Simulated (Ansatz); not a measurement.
Reactions of `C#[C][SnH]([CH3])[CH3]`.

Program: Ansatz. Geometries: PBE0-D4/def2-TZVP. ΔE: electronic, gas phase. CCSD(T)/CBS adds triple-zeta CCSD(T) − MP2 to the extrapolated MP2 energy (def2 sets, frozen cores). This one scheme is used for every species. DFT in def2-TZVPP. Triplets are unrestricted, without spin–orbit coupling. def2 core potentials past Kr. For Sn outer-core shells are correlated without core-valence functions, which leaves a few kJ/mol of doubt a bond. One conformer a species, not always the lowest.

| reaction | CCSD/CBS(def2) (kJ/mol) | ωB97X-V (kJ/mol) |
| --- | --- | --- |
| `C#[C][SnH]([CH3])[CH3]` + `O[SiH2]F` → `C#CO[SiH2]F` + `[CH3][SnH2][CH3]` | 137 | 119 |
| `C#[C][SnH]([CH3])[CH3]` → acetylene + `[CH3][Sn][CH3]` | 97 | 106 |
| `C#[C][SnH]([CH3])[CH3]` + H–F → `C#[C][SnH]([CH3])[F]` + CH₄ | -79 | -91 |
| `C#[C][SnH]([CH3])[CH3]` → `C#[C][SnH2][CH3]` + `[CH2]` (triplet) | 458 | 472 |
| `C#[C][SnH]([CH3])[CH3]` + CH₄ → `[CH3][SnH]([CH3])[CH3]` + acetylene | 47 | 49 |

Q: Give the CCSD(T)/CBS values in the same order. (An estimate is asked.)

A: Ansatz gave: 139, 102, -77, 471, 47 kJ/mol.

Largest T1 diagnostic: 0.013, for `C#[C][SnH]([CH3])[F]`.
